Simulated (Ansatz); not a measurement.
A search over several starts for the lowest SCF solution of [SiF3]- (SiF₃⁻) at the given spin, in a small basis.

```yaml
crystal:
  periodic: [false, false, false]
  atoms:
    - {symbol: Si, position_ang: [-0.004839, 0.004742, 0.636067]}
    - {symbol: F, position_ang: [1.468754, -0.031095, -0.200571]}
    - {symbol: F, position_ang: [-0.706395, 1.283682, -0.226960]}
    - {symbol: F, position_ang: [-0.757520, -1.257329, -0.208546]}
basis:
  gaussian: {orbitals: def2-SVP, initial_orbitals: start.molden}
total_charge: -1
hamiltonian: {xc: pbe0, dispersion: d4}
output: {orbitals: {seedname: orbitals}}
```

The file start.molden holds the orbitals of an earlier run on this structure, at another level or in another basis.

```sh
$ ansatz run in.yaml --threads 4 --pin off --events-out ev --progress --plain --max-ram 3916MiB
```

Shortened log:

```
Functional definition: PBE0
553 factors; integrals over basis functions are off by at most 3.9e-4 eV
mean field evaluation 1: about -16012.9763 eV, gradient 1.4e1 eV
mean field evaluation 2: about -16013.3621 eV, gradient 3.6e-1 eV
mean field evaluation 4: about -16013.3836 eV, gradient 1.0e-3 eV
mean field evaluation 8: about -16013.1483 eV, gradient 1.0e1 eV
mean field evaluation 16: about -16013.3836 eV, gradient 2.2e-3 eV
mean field -16013.38362093 eV, -588.4809938078 hartree, gradient 7.0e-6 eV, S^2 0.000000; 1 other end points of the search recorded, 0 dependent functions left out
reference -16013.38364018 eV, -588.4809945154 hartree; 21, 21 occupied and 39, 39 virtual orbitals, 553 factors
Total energy: -16013.44148294 eV, -588.4831201974 hartree
```

It took 0.45 s on 4 threads of Arm Neoverse V2 on a shared host.
